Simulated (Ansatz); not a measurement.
System: C₄H₁₀N (charge +1, singlet). It need not be the lowest isomer of its formula. 
Structure (B3LYP-D3(BJ)/def2-TZVP (Ansatz, a first-principles code) minimum search):
SMILES: C1CC(C1)[NH3+]
```xyz
15

C     -1.5786     0.2821     0.3261
C     -0.6747    -0.9780     0.2313
C      0.5227    -0.0230     0.3177
C     -0.3676     1.1471    -0.1203
N      1.7215    -0.3422    -0.5642
H     -1.8745     0.4945     1.3511
H     -2.4572     0.3037    -0.3111
H     -0.7535    -1.4448    -0.7531
H     -0.7590    -1.7445     0.9975
H      0.9189     0.0864     1.3253
H     -0.2021     2.1080     0.3601
H     -0.3594     1.2818    -1.2042
H      2.1822    -1.2077    -0.2703
H      2.4159     0.4094    -0.5378
H      1.4267    -0.4605    -1.5367
```
Charge +1, spin multiplicity 1.

Total electronic energies in hartree. Valence correlation only, unless marked. No spin-orbit coupling. No relativistic terms. Basis-set limits of correlation are two-point, X^-3; Hartree-Fock from the larger set. [CCSD(T)-MP2]/basis is that difference in the basis named.

```tsv
level	program	energy (Eh)
PBE/def2-TZVPD	Ansatz	-212.71635
PBE-D3(BJ)/def2-TZVPD	Ansatz + dftd3	-212.72766
revPBE/def2-TZVPD	Ansatz	-212.94181
B3LYP-D3(BJ)/def2-TZVPD	Ansatz + dftd3	-213.03041
PBE0-D4/def2-TZVP	Ansatz + dftd4	-212.75817
BHLYP/def2-TZVPD	Ansatz	-212.87043
CAM-B3LYP-D4/def2-TZVPD	Ansatz + dftd4	-212.89215
MP2/STO-3G	Ansatz	-209.28695
RI-MP2/cc-pVTZ	Ansatz	-212.46545
RI-MP2/CBS(cc-pVTZ,cc-pVQZ)	Ansatz	-212.5750
SCS-MP2/cc-pVQZ	Ansatz	-212.54305
CCSD/cc-pVDZ	Ansatz	-212.30588
CCSD(T)/STO-3G	Ansatz	-209.36852
RI-MP2/CBS(cc-pVTZ,cc-pVQZ)+[CCSD(T)-MP2]/cc-pVQZ	Ansatz	-212.6538
CCSD(T)/CBS(cc-pVTZ,cc-pVQZ)	Ansatz	-212.6491
```

Totals of different functionals don't rank their quality; only differences between species are comparable.
